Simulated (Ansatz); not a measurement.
Ansatz (an electronic-structure program) input:

Ansatz 0.2 input:
```yaml
crystal:
  periodic: [false, false, false]
  atoms:
    - {symbol: O, position_ang: [-0.07973044, -0.05152377, 0.00435333]}
    - {symbol: B, position_ang: [-1.17086642, -0.76811983, -0.00146946]}
    - {symbol: H, position_ang: [-1.82319322, -1.02611828, 0.96610258]}
    - {symbol: B, position_ang: [1.05362488, 0.66875448, -0.12661320]}
    - {symbol: H, position_ang: [0.95342051, 1.83703381, -0.33284290]}
    - {symbol: H, position_ang: [2.09382392, 0.09810137, -0.02767304]}
basis:
  gaussian:
    orbitals: def2-TZVP
hamiltonian:
  xc: b3lyp
  dispersion: d3bj
magnetization: {spin_polarized: true, initial_magnetization: 1}
phonons: {temperatures: {t_min: 298.15, t_max: 298.15, t_step: 100}}
```

Task: Which total energy does the run end on?

Result: -126.77609 Eh (B3LYP-D3(BJ)/def2-TZVP). The basis has 111 functions.

It need not be the lowest isomer of its formula.
